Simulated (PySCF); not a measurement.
Vertical excitations of a molecule CH8FN3Si from PySCF 2.14.0 with TDA-PBE/def2-SVPD, as energy in eV (oscillator strength): 5.42 (0.032), 5.56 (0.042), 5.94 (0.007), 6.06 (0.047), 6.10 (0.027), 6.56 (0.011), 6.65 (0.008), 6.75 (0.013), 6.78 (0.026), 6.87 (0.013). Lowest triplet (TDA): 5.28 eV. Geometry: B3LYP-D3(BJ)/def2-SVP. One conformer was computed; it need not be the lowest.

### Question
Which molecule gave these data?
A) N[Si](N)(N)CF
B) NC[Si](N)(N)F
C) CN[Si](N)(N)F

### Answer
A, N[Si](N)(N)CF
